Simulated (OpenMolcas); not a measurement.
A calculation on F³⁺.

- Program: OpenMolcas
- Method: CASSCF
- Basis: ANO-RCC-VQZP [5s4p3d2f1g]
- Scalar Hamiltonian: DKH2, point nucleus
- Active space: 2 electrons in 3 orbitals (2p)
- State averaging: 2S+1 = 3 even, 3 roots; 2S+1 = 1 even, 6 roots
- Spin-orbit coupling: RASSI with atomic mean-field integrals over the reference wave functions, term energies averaged over their components

**Question.** Which level of the active space comes out lowest?

**Answer.** 2s2 2p2 3P0, with 100 % of that term; it is also the measured ground level.

**Question.** How high does 2s2 2p2 3P2 lie?

**Answer.** 653 cm-1 above the lowest level; measured 613 cm-1 above the ground level, so the calculation is off by +6 %.

**Question.** How high does 2s2 2p2 1S0 lie?

**Answer.** 68610 cm-1 above the lowest level; measured 53544 cm-1 above the ground level, so the calculation is off by +28 %.

**Question.** How high does 2s2 2p2 1D2 lie?

**Answer.** 27882 cm-1 above the lowest level; measured 25241 cm-1 above the ground level, so the calculation is off by +10 %.

Measured values: Moore, Atomic Energy Levels, vol. I, NSRDS-NBS 35 (1971 reprint of NBS Circular 467, 1949).

With the s shell closed, the reference lacks s² → p² mixing. Computed and measured levels are paired by configuration, term and J; levels that our copy of the source lacks, or whose pairing is in doubt (as where it misses far off the trend of its configuration), stay unpaired and out of the deviations. Only configurations of the active space appear.
